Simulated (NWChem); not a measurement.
SnF2, singlet; SMILES [Sn]([F])[F]

```xyz
3

Sn     0.0000     0.0000     0.3456
F     -1.4491     0.0000    -0.9601
F      1.4491     0.0000    -0.9601
```
Atoms are numbered in this order, from 1.

Program: NWChem. Low-valent species are run as closed-shell singlets; no triplet was tried in these runs. Structure relaxed at the PBE0/def2-SVP level. No frequency run checked for a minimum. def2 effective core potentials on Sn; no spin-orbit coupling. Ions are spin-unrestricted doublets at the neutral geometry; other ion states weren't tried.

For level CAM-B3LYP/def2-SVP:

| Quantity | Result |
|---|---|
| vertical ionisation energy, ΔSCF (eV) | 11.23 |
| −ε(HOMO) (eV) | 9.81 |

Q: Estimate the same quantities for level PBE/def2-SVP.

A: The vertical ionisation energy, ΔSCF (eV) is 10.79. The −ε(HOMO) (eV) is 7.18.
